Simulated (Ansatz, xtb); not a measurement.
## Relative energy of two isomers of C4H8Si

Structure a is `CC#CC[SiH3]`, a singlet and structure b is `CCC#C[SiH3]`, a singlet. Both are isolated molecules in the gas phase, relaxed with PBE-D3(BJ)/def2-SVP.

a (Å):

```xyz
13

C     1.7793   -1.1661   -0.2459
C     1.0748   -0.1230    0.4888
C     0.4935    0.7663    1.0998
C    -0.2414    1.7712    1.8524
Si   -1.6535    0.9807    2.8720
H     2.7721   -0.8177   -0.6016
H     1.2043   -1.4927   -1.1380
H     1.9494   -2.0650    0.3836
H     0.4252    2.3218    2.5529
H    -0.6874    2.5369    1.1792
H    -2.6155    0.2834    1.9522
H    -2.3897    2.0505    3.6364
H    -1.0838   -0.0140    3.8436
```

b (Å):

```csv
atom,x (Å),y (Å),z (Å)
C,0.9432,2.1527,0.0501
C,0.5838,1.9133,1.5272
C,0.0583,0.5781,1.7907
C,-0.3830,-0.5555,1.9856
Si,-1.0405,-2.2361,2.2825
H,1.3344,3.1795,-0.0916
H,1.7161,1.4363,-0.2908
H,0.0548,2.0266,-0.5994
H,-0.1647,2.6658,1.8621
H,1.4791,2.0793,2.1670
H,-1.9454,-2.6469,1.1533
H,-1.8256,-2.2689,3.5651
H,0.0857,-3.2283,2.3817
```

Problem. Estimate E(b) − E(a) at the level CCSD(T)/def2-SVP + ΔMP2/def2-TZVPP.

Solution. Calculated at CCSD(T)/def2-SVP + ΔMP2/def2-TZVPP: E(b) − E(a) = −26.4 kJ/mol, so structure b lies lower.

The same difference at several levels:

```
                             level             geometry  E(b) − E(a) (kJ/mol)  departure from the last row (kJ/mol)  job, with rough time for the two
                          GFN2-xTB             GFN2-xTB                    −7.0                                 +19.4                 optimisation, 1 s
                         HF/STO-3G             GFN2-xTB                   −22.8                                  +3.6               single point, 2.3 s
                r2SCAN-D4/def2-SVP             GFN2-xTB                   −18.1                                  +8.2                single point, 10 s
               PBE-D3(BJ)/def2-SVP  PBE-D3(BJ)/def2-SVP                   −12.6                                 +13.8                optimisation, 63 s
                       HF/def2-SVP  PBE-D3(BJ)/def2-SVP                   −25.0                                  +1.4           part of the CCSD(T) run
                      MP2/def2-SVP  PBE-D3(BJ)/def2-SVP                   −24.0                                  +2.4           part of the CCSD(T) run
                  CCSD(T)/def2-SVP  PBE-D3(BJ)/def2-SVP                   −24.6                                  +1.8                      single point
CCSD(T)/def2-SVP + ΔMP2/def2-TZVPP  PBE-D3(BJ)/def2-SVP                   −26.4                                                   single point, 1.7 min
```

As drawn, both hold the same kinds of bond in the same numbers.

None of the levels shown reverses the order. The largest departure from CCSD(T)/def2-SVP + ΔMP2/def2-TZVPP is that of GFN2-xTB, 19.4 kJ/mol. A small imaginary or near-zero mode remains, so no thermal terms are given. The last row adds to CCSD(T) the change of the MP2 difference between the two basis sets, here −1.8 kJ/mol.

The correlated steps freeze 9 core orbitals. Codes used: Ansatz 0.2.0, xtb 6.7.1; the last row on 2 threads of Intel(R) Xeon(R) Processor @ 2.50GHz (Skylake/Cascade Lake) on a shared host.
